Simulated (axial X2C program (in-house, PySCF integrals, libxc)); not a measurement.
**Outer orbitals of CuB⁻ at 1.912 Å, TPSS**

Calculated with an in-house relativistic program for diatomic molecules. Spin-free means the one-electron spin-free X2C Hamiltonian; two-component (2c) means X2C with spin–orbit coupling and atomic mean-field two-electron Coulomb and Gaunt terms, so the difference of the two also holds small scalar two-electron terms. Basis: Cu dyall-acv3z [10s10p7d4f2g], B dyall-av3z [8s7p3d2f] (cores contracted in-house); Gaussian nuclei, density fitting, unrestricted open shells. Masses: Cu 62.930 u, B 11.009 u.

The distance is close to the 2c PBE0 minimum; the highest filled and lowest empty levels are listed.

Spin-free orbitals, state M_S = 1/2, Λ = 1 (beyond evenly filled blocks: π+α) (Löwdin shares):

| symmetry | occupied | ε (eV) | atomic character |
| --- | --- | --- | --- |
| σα | yes | -5.38 | 54% B s, 15% Cu d, 15% Cu s |
| σβ | yes | -4.77 | 50% B s, 19% Cu d, 16% Cu s |
| π+α | yes | -1.72 | 92% Cu d, 7% B p |
| π-α | yes | -1.72 | 92% Cu d, 7% B p |
| π-β | yes | -1.64 | 94% Cu d, 4% B p |
| π+β | yes | -1.64 | 94% Cu d, 4% B p |
| σα | yes | -1.58 | 80% Cu d, 9% B s, 5% B p |
| σβ | yes | -1.48 | 76% Cu d, 12% B s, 5% Cu s |
| δ-α | yes | -1.13 | 99% Cu d |
| δ+α | yes | -1.13 | 99% Cu d |
| δ-β | yes | -1.11 | 99% Cu d |
| δ+β | yes | -1.11 | 99% Cu d |
| σα | yes | 0.00 | 46% B p, 31% Cu s, 11% Cu p |
| σβ | yes | 0.22 | 48% B p, 28% Cu s, 12% Cu p |
| π+α | yes | 1.36 | 58% B p, 33% Cu p, 8% Cu d |
| π-α | no | 1.36 | 58% B p, 33% Cu p, 8% Cu d |
| π+α | no | 1.61 | 89% Cu p, 8% B p, 2% Cu d |
| π-α | no | 1.61 | 89% Cu p, 8% B p, 2% Cu d |
| σα | no | 1.63 | 68% Cu p, 29% Cu s, 3% B p |

The highest filled level is positive, so this functional does not bind it, and the empty levels of an anion are set by the basis. A filled and an empty partner (Λ and −Λ, same spin) share one energy because the functional has no current term.

Spinors with spin–orbit coupling (state Ω = 1/2):

| ω | occupied | ε (eV) | atomic character | λ mixture |
| --- | --- | --- | --- | --- |
| -1/2 | yes | -5.36 | 54% B s, 15% Cu d, 15% Cu s | 100% σ |
| 1/2 | yes | -4.75 | 50% B s, 20% Cu d, 16% Cu s | 100% σ |
| 1/2 | yes | -1.78 | 90% Cu d, 6% B p | 91% π, 9% σ |
| -1/2 | yes | -1.74 | 91% Cu d, 4% B p, 2% B s | 73% π, 27% σ |
| -3/2 | yes | -1.68 | 92% Cu d, 7% B p | 96% π, 4% δ |
| 3/2 | yes | -1.61 | 95% Cu d, 4% B p | 95% π, 5% δ |
| -1/2 | yes | -1.51 | 84% Cu d, 6% B s, 5% B p | 73% σ, 27% π |
| 1/2 | yes | -1.44 | 77% Cu d, 10% B s, 5% B p | 91% σ, 9% π |
| 3/2 | yes | -1.19 | 99% Cu d | 95% δ, 5% π |
| -3/2 | yes | -1.18 | 99% Cu d | 96% δ, 4% π |
| -5/2 | yes | -1.02 | 99% Cu d | 100% δ |
| 5/2 | yes | -1.01 | 99% Cu d | 100% δ |
| -1/2 | yes | 0.02 | 46% B p, 31% Cu s, 11% Cu p | 100% σ |
| 1/2 | yes | 0.24 | 48% B p, 28% Cu s, 12% Cu p | 100% σ |
| 1/2 | yes | 1.37 | 59% B p, 33% Cu p, 8% Cu d | 100% π |
| -3/2 | no | 1.39 | 57% B p, 34% Cu p, 8% Cu d | 100% π |
| 1/2 | no | 1.62 | 90% Cu p, 8% B p | 100% π |
| -3/2 | no | 1.63 | 88% Cu p, 9% B p, 2% Cu d | 100% π |
| -1/2 | no | 1.64 | 71% Cu p, 26% Cu s, 3% B p | 100% σ |

The highest filled level is positive, so this functional does not bind it, and the empty levels of an anion are set by the basis.

Mulliken charges and populations of the two-component result (they depend on the basis, above all on diffuse functions):

Cu -0.70 e (s 7.45 p 12.56 d 9.68), B -0.30 e (s 3.69 p 1.59 d 0.02 f 0.01). ⟨Lz⟩ = 1.00 ħ and ⟨Sz⟩ = -0.50 ħ (-0.15 and -0.35 on the two atoms), which add up to Ω.

One determinant describes the state; a PBE0 search over occupations chose it and may have missed a lower one. Density functionals use the spin component along the axis (collinear). Without a current term, density functionals place determinants with orbital angular momentum somewhat too high. The highest occupied level of some functionals is positive through self-interaction error; at Hartree–Fock it is bound.
